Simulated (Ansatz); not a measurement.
All values below come from frozen-core CCSD(T)/cc-pVTZ // B3LYP-D3(BJ)/def2-TZVP run with Ansatz (an electronic-structure program).

Ansatz 0.2 input:
```yaml
crystal:
  periodic: [false, false, false]
  atoms:
    - { symbol: Br, position_ang: [1.953162, -0.92308, -0.101738] }
    - { symbol: Al, position_ang: [-0.004016, 0.185309, -0.014556] }
    - { symbol: Br, position_ang: [-1.912521, -1.00624, 0.053818] }
    - { symbol: H, position_ang: [-0.036624, 1.744011, -0.001827] }
basis:
  gaussian: { orbitals: cc-pVTZ }
correlation:
  method: ccsd_t
```

Output:

```
Functional definition: HF
859 factors; integrals over basis functions are off by at most 2.0e-3 eV
mean field evaluation 1: about -146602.5103 eV, gradient 1.5e1 eV
mean field evaluation 2: about -146602.5955 eV, gradient 1.5e1 eV
mean field evaluation 4: about -146603.5140 eV, gradient 1.5e0 eV
mean field evaluation 8: about -146603.5325 eV, gradient 7.8e-2 eV
mean field evaluation 16: about -146603.2492 eV, gradient 7.3e0 eV
mean field -146603.53250687 eV, -5387.5804481842 hartree, gradient 5.4e-6 eV, S^2 0.000000; 0 other end points of the search recorded, 0 dependent functions left out
23 core orbitals not correlated
reference -146603.53250687 eV, -5387.5804481842 hartree; 19, 19 occupied and 92, 92 virtual orbitals, 859 factors
second order -14.09026387 eV of doubles, -0.00000000 eV of singles
cycle   1  -14.43931708 eV  change   -3.5e-1 eV  update   7.2e-2
cycle   2  -14.77798851 eV  change   -3.4e-1 eV  update   2.0e-2
cycle   3  -14.81466296 eV  change   -3.7e-2 eV  update   9.3e-3
cycle   4  -14.80410305 eV  change    1.1e-2 eV  update   2.6e-3
cycle   5  -14.80472262 eV  change   -6.2e-4 eV  update   9.8e-4
cycle   6  -14.80457073 eV  change    1.5e-4 eV  update   2.7e-4
cycle   7  -14.80445782 eV  change    1.1e-4 eV  update   8.3e-5
cycle   8  -14.80450713 eV  change   -4.9e-5 eV  update   2.8e-5
cycle   9  -14.80450918 eV  change   -2.0e-6 eV  update   8.1e-6
perturbative correction -0.55495800 eV, -0.0203943304 hartree
Total energy: -146618.89197406 eV, -5388.1448981921 hartree
```

Cost: about 16 core-seconds (a rough figure).
